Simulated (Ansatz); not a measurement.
Computed with Ansatz on PBE0-D4/def2-TZVP structures; ΔE is electronic, products minus reactants. CBS: MP2 limit from def2 TZ/QZ plus the TZ coupled-cluster correction, frozen cores. DFT in def2-TZVPP. B3LYP here is the variant with VWN-RPA as its local correlation; programs differ in this. One conformer a species, not always the lowest.

Reaction (isomerisation): `O[SiH2]O[Si](F)(Cl)Cl` → `O[SiH](O)[Si](F)(Cl)Cl`

`O[SiH2]O[Si](F)(Cl)Cl`:

```xyz
10

O     1.017   -1.467   -1.341
Si   -0.098   -0.277   -1.407
O    -0.588    0.176    0.099
Si   -0.185    0.703    1.552
F     0.106   -0.528    2.496
Cl    1.484    1.842    1.488
Cl   -1.716    1.746    2.351
H     0.745   -2.346   -1.075
H     0.566    0.866   -2.062
H    -1.331   -0.714   -2.100
```

`O[SiH](O)[Si](F)(Cl)Cl`:

Z-matrix (Å, degrees):
```
Si
O 1 1.630
Si 1 2.344 2 103.6
O 1 1.641 2 109.8 3 -119.0
H 1 1.491 2 112.8 3 119.4
H 2 0.959 1 119.2 3 176.3
F 3 1.593 1 109.3 2 -175.0
Cl 3 2.036 1 112.6 2 -56.0
Cl 3 2.040 1 111.6 2 67.1
H 4 0.958 1 118.3 2 -150.5
```

| level | ΔE (kJ/mol) | difference from CCSD(T)/CBS |
| --- | --- | --- |
| PBE-D4 | 116.3 | -31.9 |
| r2SCAN-D4 | 141.7 | -6.5 |
| PBE0-D4 | 129.5 | -18.7 |
| B3LYP-D4 | 141.6 | -6.6 |
| ωB97X-V | 143.3 | -4.9 |
| ωB97M-V | 149.2 | 1.0 |
| B2PLYP | 149.3 | 1.1 |
| PBE | 116.7 | -31.5 |
| r2SCAN | 141.8 | -6.4 |
| PBE0 | 129.9 | -18.3 |
| B3LYP | 142.2 | -6.0 |
| HF/def2-TZVPP | 174.1 | 25.9 |
| MP2/def2-TZVPP | 156.1 | 7.9 |
| SCS-MP2/def2-TZVPP | 158.6 | 10.4 |
| CCSD/def2-TZVPP | 154.8 | 6.6 |
| CCSD(T)/def2-TZVPP | 151.0 | 2.8 |
| HF/def2-QZVPP | 176.8 | 28.6 |
| MP2/def2-QZVPP | 155.4 | 7.2 |
| SCS-MP2/def2-QZVPP | 157.9 | 9.7 |
| HF/CBS(def2) | 177.2 | 29.0 |
| MP2/CBS(def2) | 153.2 | 5.0 |
| CCSD/CBS(def2) | 152.0 | 3.8 |
| CCSD(T)/CBS | 148.2 | 0 |

Largest T1 diagnostic among the species: 0.012.

From PBE to PBE0 (25 % exact exchange), in def2-TZVPP and without D4, ΔE moves by +13.2 kJ/mol. In def2-TZVPP, CCSD(T) changes the Hartree–Fock value by −23.0 kJ/mol (the triples alone add −3.8 kJ/mol) and MP2 by −18.0 kJ/mol.
